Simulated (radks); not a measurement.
The numbers below are computed, except where a source is named.
Species: Si V. Configuration: [Ne].

Level of theory: scalar-relativistic Kohn-Sham, exchange-only LDA, spin-polarised, spherical densities, finite nucleus; Fermi nuclear charge, rms radius 3.1224 fm (a radial shooting solver on a logarithmic mesh with Libxc functionals).

Energy parts (eV):
| part | energy |
|---|---|
| total | -7732.210 |
| kinetic | 7762.924 |
| electron-nucleus | -17990.596 |
| Hartree | 2972.288 |
| exchange | -476.825 |

Orbitals (lengths in bohr, moments of r in powers of bohr; r(90%) holds 90 % of the orbital's charge):
| orbital | occ. | eigenvalue (eV) | <r> | r(90%) |
|---|---|---|---|---|
| 1s | 2 | -1830.789 | 0.1116 | 0.200 |
| 2s | 2 | -189.4395 | 0.5669 | 0.893 |
| 2p | 6 | -146.4013 | 0.5323 | 0.893 |
| 3s | 0 | -48.7029 | 1.747 | 2.58 |
| 3p | 0 | -39.4578 | 1.905 | 2.86 |
| 3d | 0 | -27.6549 | 2.169 | 3.36 |

The highest occupied level is 2p at -146.40 eV. Summed over all electrons, <r^2> = 2.938 bohr^2, which gives a Langevin (diamagnetic) susceptibility term of -2.33 x 10^-6 cm^3/mol. The density falls to 0.001 e/bohr^3 at r = 1.80 bohr.
